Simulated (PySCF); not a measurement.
Radial density of B³⁺ (boron, charge +3)

HSE06, 1s2, closed-shell 1S. All numbers are calculated (PySCF 2.14, the non-relativistic Hamiltonian (point nucleus), in dyall-av3z (15s9p3d2f, 71 functions)).

```
r (bohr)  4πr²ρ (e/bohr)
 0.00429         0.01546
 0.00721         0.04249
  0.0121          0.1144
  0.0204          0.2980
  0.0343          0.7336
  0.0577           1.645
  0.0971           3.156
   0.163           4.689
   0.275           4.602
   0.462           2.310
   0.777          0.3880
    1.31         0.01059
    2.20       1.274e-05
```
